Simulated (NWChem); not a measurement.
Molecule: C3H6NO, doublet; SMILES CN(C)[C]=O

```xyz
11

C      0.9140    -1.4888     0.0000
N      0.0605    -0.3271     0.0002
C     -1.3746    -0.5350    -0.0001
C      0.5799     0.9052     0.0001
O      0.0421     1.9721     0.0000
H      1.9621    -1.1633     0.0007
H      0.7359    -2.1125     0.8928
H      0.7369    -2.1116    -0.8937
H     -1.8705     0.4438     0.0014
H     -1.6895    -1.0973    -0.8952
H     -1.6894    -1.0999     0.8934
```
Atoms are numbered in this order, from 1.

Results from NWChem. Pople sets run with spherical d functions. Spin-unrestricted. Coordinates come from a PBE0/def2-SVP, spin-unrestricted optimisation. No frequency run checked for a minimum. No stability test was run on the SCF state. Atomic charges in e: unrestrained fits to the electrostatic potential beside Mulliken populations; buried atoms are poorly determined by the fit.

Task: Predict the results for UHF/6-31G*. Quantities: ESP C1; Mulliken C1; ESP N2; Mulliken N2; ESP C3; Mulliken C3; ESP C4; Mulliken C4; ESP O5; Mulliken O5; relative RMS misfit of the potential (%).

Result: 
```
Item                                      Value
----------------------------------------  -----
ESP C1                                    -0.14
Mulliken C1                               -0.28
ESP N2                                     0.07
Mulliken N2                               -0.61
ESP C3                                     0.01
Mulliken C3                               -0.30
ESP C4                                     0.18
Mulliken C4                                0.60
ESP O5                                    -0.43
Mulliken O5                               -0.53
relative RMS misfit of the potential (%)     22
```
